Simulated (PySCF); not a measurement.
C₄H₇BO, SMILES C(B(C)O)C#C.

Coordinates come from a PBE-D3(BJ)/def2-SVP optimisation. This is a generated structure with no PubChem entry under its InChIKey; it may be hypothetical. Other conformers were not sampled.

All values below come from PySCF with PBE-D3(BJ)/def2-SVP.

Harmonic, unscaled wavenumbers; measured fundamentals usually lie a few per cent lower.

```
mode  ν (cm⁻¹)  IR (km/mol)  moving atoms (share of kinetic energy)
----  --------  -----------  --------------------------------------
1           13          0.2                          H 83 %, C 16 %
2           84          1.3                  H 44 %, C 40 %, O 16 %
3          127          0.8                  C 58 %, O 24 %, H 16 %
4          280          0.9          C 43 %, H 30 %, O 16 %, B 10 %
5          317          7.9                          H 51 %, C 42 %
6          370          0.6                  B 36 %, H 35 %, C 25 %
7          391         10.7                  C 49 %, O 32 %, H 16 %
8          523          5.1                  C 71 %, H 14 %, B 10 %
9          626          0.6                          H 73 %, C 26 %
10         628         38.8                          H 80 %, C 20 %
11         652         62.7                          H 81 %, C 19 %
12         716          0.9                  C 53 %, H 33 %, O 12 %
13         790         56.8                          H 83 %, C 10 %
14         815          1.2                  H 53 %, C 28 %, O 15 %
15         889         19.1                  H 38 %, B 34 %, C 26 %
16         968          0.9                          C 68 %, H 32 %
17         988         47.5                  H 57 %, B 28 %, C 11 %
18        1113          1.8                          H 87 %, C 10 %
19        1135         15.0                          H 66 %, C 30 %
20        1223        117.9                  H 67 %, C 17 %, B 13 %
21        1286        225.3          H 40 %, B 29 %, C 21 %, O 10 %
22        1348          3.5                          H 87 %, C 12 %
23        1359         81.6                          H 66 %, B 22 %
24        1388          6.2                                  H 96 %
25        1421         77.2                  B 45 %, H 37 %, O 13 %
26        2145         24.7                           C 91 %, H 9 %
27        2963          8.3                                  H 95 %
28        2968          4.4                                  H 96 %
29        3005          0.5                           H 91 %, C 9 %
30        3041          6.6                           H 91 %, C 9 %
31        3084          9.8                           H 91 %, C 9 %
32        3405         80.0                          H 86 %, C 14 %
33        3528        145.9                                  H 94 %
```
